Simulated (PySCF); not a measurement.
Zr(OH)2(H)2 (H4O2Zr), SMILES [OH][ZrH2][OH], multiplicity 1.

Coordinates come from a r2SCAN-D4/def2-TZVP optimisation. The multiplicity is an assumed one; no other spin state was optimised. The structure was generated by enumeration; whether it is a known compound was not checked. The def2 effective core potentials stand for the cores of Zr; spin–orbit coupling is left out. The values are those of a single conformer.

Two levels are set side by side: PBE/def2-TZVPD (PySCF) and r2SCAN/def2-TZVPD (PySCF). Same geometry, gas phase. Differences are taken from unrounded values.

```
quantity                     r2SCAN    PBE  PBE minus r2SCAN
---------------------------  ------  -----  ----------------
orbital gap (eV)               4.61   4.03             -0.58
highest occupied level (eV)   -6.68  -6.35              0.33
lowest empty level (eV)       -2.07  -2.32             -0.25
dipole moment (D)              3.25   3.23             -0.02
mean polarisability (bohr³)    57.6   60.0               2.4
```
